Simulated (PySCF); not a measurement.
Atomic charges by several schemes

C8H21ClSSi2.
SMILES with atom numbers: `[CH3:1][CH2:2][CH2:3][CH2:4][S:5][Si:6]([CH3:7])([CH3:8])[Si:9]([CH3:10])([CH3:11])[Cl:12]` (hydrogens: H13, H14, H15 on C1; H16, H17 on C2; H18, H19 on C3; H20, H21 on C4; H22, H23, H24 on C7; H25, H26, H27 on C8; H28, H29, H30 on C10; H31, H32, H33 on C11)

Structure used (PBE0-D3(BJ)/def2-SVP), in Å, numbered top down from 1:
```
atom  x, y, z in Å
C1    -5.231    1.540    0.798
C2    -4.153    0.493    0.566
C3    -2.745    1.076    0.551
C4    -1.678    0.019    0.322
S5    -0.012    0.783    0.326
Si6    1.248   -0.935   -0.002
C7     1.083   -2.198    1.384
C8     0.894   -1.756   -1.658
Si9    3.404   -0.034   -0.017
C10    3.684    1.166   -1.426
C11    3.905    0.712    1.626
Cl12   4.608   -1.732   -0.355
H13   -5.088    2.053    1.763
H14   -6.236    1.091    0.805
H15   -5.214    2.311    0.011
H16   -4.215   -0.284    1.348
H17   -4.341   -0.027   -0.390
H18   -2.667    1.845   -0.237
H19   -2.544    1.594    1.504
H20   -1.724   -0.748    1.112
H21   -1.841   -0.484   -0.644
H22    1.860   -2.970    1.264
H23    1.213   -1.723    2.368
H24    0.101   -2.695    1.363
H25   -0.088   -2.256   -1.662
H26    1.666   -2.516   -1.859
H27    0.911   -1.017   -2.474
H28    3.008    2.028   -1.313
H29    3.474    0.691   -2.396
H30    4.723    1.531   -1.434
H31    3.818   -0.028    2.436
H32    3.242    1.560    1.862
H33    4.944    1.073    1.595
```

Density: PBE0/pcSseg-1 (PySCF); schemes: Mulliken, IAO, Hirshfeld and ESP-fitted. The structure is a single PBE0-D3(BJ)/def2-SVP conformer in the gas phase; no vibrational or solvent corrections.

Question: Atoms with like bonding are taken together and averaged. Which atoms carry the highest charge in the Mulliken, IAO, Hirshfeld and ESP-fitted schemes?

Answer: All schemes agree: Mulliken Si9 (+0.667); IAO Si9 (+0.830); Hirshfeld Si9 (+0.314); ESP-fitted Si9 (+0.726).

Question: Do the Mulliken, IAO, Hirshfeld and ESP-fitted schemes agree on where the charge is lowest?

Answer: The schemes don't all agree: Mulliken C10/C11 (-0.605); IAO C10/C11 (-0.713); Hirshfeld C7/C8 (-0.215); ESP-fitted C10/C11 (-0.813).

Question: For which atoms does the sign change between the 4 schemes (beyond +0.03 e in one, beyond −0.03 e in another)?

Answer: C2 and C3.

Question: Tabulate the Mulliken, IAO, Hirshfeld and ESP-fitted charges.

Answer: In e; atoms taken as equivalent share a row and are averaged (×n: the atom named and its like, n in all):

| atom | environment | Mulliken | IAO | Hirshfeld | ESP-fitted |
| --- | --- | --- | --- | --- | --- |
| C1 | methyl carbon | -0.269 | -0.407 | -0.112 | -0.296 |
| C2 | chain CH2 carbon | -0.282 | -0.241 | -0.062 | +0.064 |
| C3 | chain CH2 carbon | -0.219 | -0.243 | -0.070 | +0.060 |
| C4 | sp3 carbon bound to sulfur | -0.366 | -0.315 | -0.066 | -0.082 |
| S5 | sulfur bonded to C and Si | -0.276 | -0.214 | -0.106 | -0.470 |
| Si6 | four-coordinate silicon | +0.538 | +0.704 | +0.270 | +0.553 |
| C7/C8 | Si-methyl carbon | -0.599 | -0.708 | -0.215 | -0.568 |
| Si9 | chlorine-bound silicon | +0.667 | +0.830 | +0.314 | +0.726 |
| C10/C11 | Si-methyl carbon | -0.605 | -0.713 | -0.214 | -0.813 |
| Cl12 | silicon-bound chlorine | -0.369 | -0.360 | -0.162 | -0.298 |
| H13/H14/H15 | methyl hydrogen | +0.115 | +0.136 | +0.040 | +0.073 |
| H16/H17 | methylene hydrogen | +0.117 | +0.126 | +0.035 | -0.002 |
| H18/H19 | methylene hydrogen | +0.131 | +0.133 | +0.034 | +0.043 |
| H20/H21 | methylene hydrogen | +0.158 | +0.137 | +0.037 | +0.078 |
| H22 (×6) | methyl hydrogen | +0.150 | +0.155 | +0.041 | +0.136 |
| H28 (×6) | methyl hydrogen | +0.154 | +0.159 | +0.045 | +0.205 |

Mean size of the charges over all atoms: IAO 0.280 e, Mulliken 0.254 e, ESP-fitted 0.237 e, Hirshfeld 0.087 e. Each set sums to the total charge, 0, to within 0.002 e. The ESP scheme fits charges at the nuclei, held to the total charge, to the electrostatic potential on points at 1.4 to 2.0 times the van der Waals radii. The IAO scheme projects the occupied orbitals on a minimal set of polarised atomic orbitals and counts the electrons in each atom's part of it.

Some averages cover members that differ in this geometry: C7/C8, ESP-fitted -0.598 to -0.537; H28 (×6), ESP-fitted +0.179 to +0.220; H22 (×6), ESP-fitted +0.118 to +0.159 e.

Question: How closely do the schemes follow one another over all atoms?

Answer: Correlation coefficient and root-mean-square difference: Mulliken with IAO 0.99, 0.063 e; IAO with Hirshfeld 0.99, 0.242 e; Mulliken with Hirshfeld 0.98, 0.197 e; Hirshfeld with ESP-fitted 0.94, 0.224 e; IAO with ESP-fitted 0.94, 0.123 e; Mulliken with ESP-fitted 0.93, 0.123 e.

Question: How many electrons does the Mulliken scheme count on C10?

Answer: Its own charge is -0.606 e, so Z − q = 6.606.
